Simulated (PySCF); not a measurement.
Computed shifts of a molecule C2H12OSi3, PBE0/pcSseg-1 (PySCF), GIAO, gas phase, atoms alike by connectivity averaged where their shifts nearly agree, in ppm (number of nuclei): ¹³C: 66.4 (1), 21.8 (1). ²⁹Si: -15.2 (1), -105.8 (1), -117.8 (1). ¹H: 5.68 (1), 5.50 (1), 3.94 (3), 3.88 (1), 3.87 (1), 3.66 (1), 3.52 (1), 1.60 (3). References: ¹³C against TMS (σ = 186.3 ppm); ¹⁷O against H2O (σ = 334.2 ppm); ²⁹Si against TMS (σ = 352.7 ppm); ¹H against TMS (σ = 31.56 ppm), references at their B3LYP-D3(BJ)/def2-TZVP geometries, non-relativistic. Geometry: r2SCAN-D4/def2-SVP. One conformer was computed; it need not be the lowest.

Question: Pick the molecule that these values belong to.
A) CCO[SiH2][SiH2][SiH3]
B) C[Si](C)([SiH3])[SiH2]O
C) O[SiH2]C[SiH2]C[SiH3]
D) [SiH3]COC([SiH3])[SiH3]

Answer: A, CCO[SiH2][SiH2][SiH3]
